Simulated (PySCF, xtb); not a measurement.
formamidinium (CH5N2), SMILES C(N)=[NH2+], charge +1. One conformer was computed; it need not be the lowest.

Harmonic wavenumbers (cm⁻¹) from xtb with GFN2-xTB at its own minimum, in rising order: 489, 555, 630, 661, 682, 940, 1000, 1068, 1281, 1332, 1400, 1476, 1706, 3031, 3382, 3398, 3446, 3452.

Question: What does PBE-D3(BJ)/def2-TZVP run with PySCF give at its own minimum? (An estimate is asked for; the answer gives what the named calculation found.)

Answer: 504, 523, 582, 600, 700, 1006, 1032, 1098, 1348, 1372, 1568, 1639, 1733, 3134, 3461, 3475, 3577, 3577. Paired by order, the mean absolute difference is 71 cm⁻¹ and the zero-point energies are 42.8 and 44.2 kcal/mol.
